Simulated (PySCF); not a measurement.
Positional isomers: propene cyano+boryl. Gas-phase values, no solvent. One relaxed conformer stands for each flexible species; it need not be the lowest. Strings in code marks are SMILES.

Computed with TPSSh-D3(BJ)/def2-TZVP // CAM-B3LYP-D3(BJ)/def2-TZVP in PySCF 2.14.0. All candidates: neutral, multiplicity 1. Excitations are Tamm–Dancoff values on a coarser integration grid. The basis has no diffuse functions, so Rydberg states are missing or too high.

```yaml
brightest of the four lowest singlets (TDA): 5.28 eV
HOMO–LUMO gap: 4.60 eV
LUMO: -3.26 eV
```

**Question.** Name which member has these values.
A. `B/C(C)=C/C#N`
B. `B/C(C#N)=C/C`
C. `B/C=C(/C)C#N`
D. `BC/C=C\C#N`

**Answer.** C, `B/C=C(/C)C#N`. The others give `BC/C=C\C#N`: 6.37 eV, 5.04 eV, -2.16 eV; `B/C(C)=C/C#N`: 5.16 eV, 4.40 eV, -3.38 eV; `B/C(C#N)=C/C`: 5.13 eV, 4.68 eV, -3.01 eV
